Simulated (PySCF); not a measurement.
Mg(H)(Et) (C2H6Mg), SMILES C[CH2][MgH].

Geometry: TPSSh-D3(BJ)/def2-TZVP.

Calculation: PySCF with ωB97X/def2-TZVPD.

Task: Estimate the frontier levels, gap, dipole moment and polarisability. (The exact figures need the calculation; the answer reports its results.)

Result: 
* **highest occupied level**: -8.69 eV
* **lowest empty level**: 0.96 eV
* **orbital gap**: 9.65 eV
* **dipole moment**: 0.52 D
* **quadrupole, principal values (traceless, Buckingham form, about the centre of nuclear charge)**: -13.59, 6.28, 7.31 D·Å
* **mean static polarisability**: 57.3 bohr³ (8.49 Å³)
* **polarisability, principal values**: 49.8, 52.9, 69.1 bohr³
